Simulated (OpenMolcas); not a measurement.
## Os5+: moving or changing the point charges

Os5+ among 2 point charges of -1.5 e arranged as a linear pair (D∞h), 1.83 Å from the ion.

```
Program             : OpenMolcas
Method              : CASSCF
Basis               : ANO-RCC-VDZP [7s6p4d2f1g]
Scalar Hamiltonian  : DKH2, point nucleus
Active space        : 3 electrons in 5 orbitals (5d)
State averaging     : 2S+1 = 4 even, 10 roots; 2S+1 = 2 even, 40 roots
Spin-orbit coupling : RASSI with atomic mean-field integrals over the reference wave functions
```

Runs around this geometry, states (labels by Λ). Energies in cm-1 above the lowest state or level, χT in cm3 K/mol.

```
R (Å)  q (e)  Ground state  First state of that spin  First gap with spin-orbit (degeneracies)  χT at 300 K  First state of another spin
 1.83  -0.75            4Π                   4Σ 1768                               3434 (2, 2)        0.080                     2H 14630
 1.74   -1.5            4Π                   4Σ 5058                               5104 (2, 2)        0.063                     2Δ 11397
 1.83   -1.5            4Π                   4Σ 3915                               5052 (2, 2)        0.065                     2Δ 12760
 1.99   -1.5            4Π                   4Σ 2417                               4732 (2, 2)        0.069                     2H 13622
```

Taking the first state of the same spin as R^-n, n = -ln(2417 / 5058) / ln(1.99 / 1.74) = 5.5 between the shortest and longest distance.

Scaling the charges by -0.75 / -1.5 = 0.50 scales the first state of the same spin by 1768 / 3915 = 0.45; with fixed orbitals a first-order splitting would follow the charge.

Without dynamic correlation the repulsion within the d shell is too large (B by tens of per cent), so at a given field states of lower spin stand too high. Spin-orbit coupling mixes the spin-free states strongly: the lowest level takes only 41 % from its leading state, 4Π (figures for R = 1.83, q = -0.75; the like holds for R = 1.74, q = -1.5, R = 1.83, q = -1.5, R = 1.99, q = -1.5). This is an electrostatic model: the charges have no orbitals. No measured value stands beside these numbers.
